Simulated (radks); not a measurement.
Tb IV, 62 electrons, occupied as [Xe] 4f6.5 5d1.5 (fractional occupations, a model configuration).

Method: scalar-relativistic Kohn-Sham, SCAN, spin-unpolarised, spherical densities, finite nucleus; meta-GGA in the generalised Kohn-Sham scheme; Fermi nuclear charge, rms radius 5.06 fm; computed with a radial shooting solver on a logarithmic mesh with Libxc functionals.

Energy parts (eV):
part                      energy
total                 -318576.62
kinetic                342867.31
electron-nucleus      -775800.10
Hartree                121301.40
exchange-correlation    -6945.23

Orbitals (lengths in bohr, moments of r in powers of bohr; <r^-3> diverges for s and p1/2):
orbital  occ.  eigenvalue (eV)  <r^-3>      <r^2>      <r^4>
1s          2        -51971.98       -  0.0006318  1.065e-06
2s          2        -8676.220       -   0.009882  0.0001681
2p          6        -7710.345   12100   0.007989  0.0001264
3s          2        -1971.955       -    0.06528   0.006435
3p          6        -1671.946    2562    0.06561   0.006779
3d         10        -1281.198   342.9    0.05516   0.005414
4s          2        -431.6038       -     0.3280     0.1559
4p          6        -331.8398   575.0     0.3695     0.2034
4d         10        -194.5369   65.38     0.4405     0.3134
4f        6.5         -45.1150   9.723     0.7463      1.312
5s          2         -83.9757       -      1.808      4.761
5p          6         -58.4816   87.29      2.378      8.460
5d        1.5         -27.2598   5.960      4.574      34.00

The highest occupied level is 5d at -27.260 eV. The electron density at the nucleus is 7.201e+05 e/bohr^3 (large components only). The density falls to 0.001 e/bohr^3 at r = 3.47 bohr. Summed over all electrons, <r^2> = 38.02 bohr^2, which gives a Langevin (diamagnetic) susceptibility term of -30.1 x 10^-6 cm^3/mol.
